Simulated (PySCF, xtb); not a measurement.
ZrF4, SMILES [F][Zr]([F])([F])[F], multiplicity 1.

xtb 6.7.1 with GFN2-xTB at its own geometry gives an orbital gap of 6.15 eV and a dipole moment of 0.00 D.

Coordinates come from a B3LYP-D3(BJ)/def2-SVP optimisation. The spin state was assumed, not searched. The isomer is the one that the SMILES or the coordinates give; other isomers of the formula were not compared. The def2 effective core potentials stand for the cores of Zr; spin–orbit coupling is left out.

### Question
What does B3LYP/def2-TZVPD in PySCF give? (The exact figures need the calculation; the answer reports its results.)

### Answer
gap 10.21 eV (levels -11.92 and -1.71 eV), dipole 0.00 D.
